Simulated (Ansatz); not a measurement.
Reaction (redistribution): `CCB(O)OC` + `FB(S)Cl` → `COB(O)F` + `CCB(S)Cl`

Calculated with Ansatz (gas phase, PBE0-D4/def2-TZVP geometries, no zero-point term in ΔE). CBS: MP2 limit from def2 TZ/QZ plus the TZ coupled-cluster correction, frozen cores. Each species was taken in one conformer, which may not be the lowest.

| species | HF/def2-TZVPP energy (Eh) |
| --- | --- |
| `CCB(O)OC` | -293.48724 |
| `FB(S)Cl` | -981.95048 |
| `COB(O)F` | -314.35670 |
| `CCB(S)Cl` | -961.08936 |

**Question.** Work out ΔE.

**Answer.** ΔE = (-314.35670) + (-961.08936) − (-293.48724) − (-981.95048) = -0.00834 Eh = -21.9 kJ/mol. CCSD(T)/CBS gives -18.6 kJ/mol.

Largest T1 diagnostic among the species: 0.012.

From PBE to PBE0 (25 % exact exchange), in def2-TZVPP and without D4, ΔE moves by −4.2 kJ/mol.
